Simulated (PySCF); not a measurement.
**Core-level binding energies of `CS[BH2-][PH3+]`**

Compound: CH8BPS.
Geometry (PBE0-D3(BJ)/def2-SVP, Å), atoms numbered from 1 in this order:
```xyz
12
CH8BPS angstrom
C      1.943    0.360    0.266
S      1.006   -0.173   -1.193
B     -0.421   -1.124   -0.402
P     -1.673    0.346   -0.024
H      2.816    0.930   -0.083
H      2.290   -0.509    0.842
H      1.353    1.012    0.930
H     -1.005   -1.813   -1.218
H     -0.172   -1.670    0.658
H     -2.924    0.192    0.643
H     -2.084    1.042   -1.183
H     -1.128    1.406    0.738
```

Method used: delta-SCF UKS SCAN, pcX-2 on the ionised atom, pcseg-1 elsewhere, spin-free X2C in PySCF. Vertical ΔSCF values, vacuum level as zero.

Task: What binding energy does each computed site have?

Result: 
```
atom(s)     bonded to    level  binding energy (eV)  2p1/2 (eV)  count
     S2       C and B     S 1s              2475.88           –      1
     P4     3 H and B     P 1s              2151.73           –      1
     C1     S and 3 H     C 1s               290.82           –      1
     B3  S, 2 H and P     B 1s               194.58           –      1
     P4     3 H and B  P 2p3/2               138.12      139.01      1
```

Task: Express the binding energy of C 1s of C1 in atomic units and per mole.

Result: 290.82 eV = 10.6874 Eh = 28060 kJ/mol.

Task: Which photon energy gives electrons from C 1s of C1 a kinetic energy of 20 eV, and what is their de Broglie wavelength?

Result: hν = 290.82 + 20 = 310.82 eV, recoil neglected; λ = 12.264 Å/√(E/eV) = 2.74 Å.

Not every level is listed. For 2p shells one spin-free hole was relaxed; a mean-field spin–orbit operator and the ground-state splitting of the three 2p orbitals were then diagonalised within the shell. The shell's mean is (2 × 2p3/2 + 2p1/2)/3, and the degeneracies 2j + 1 give areas of 2:1. 2p1/2 minus 2p3/2 (ligand field included): P 0.89 eV. Geometry: PBE0-D3(BJ)/def2-SVP, one conformer, isolated molecule.
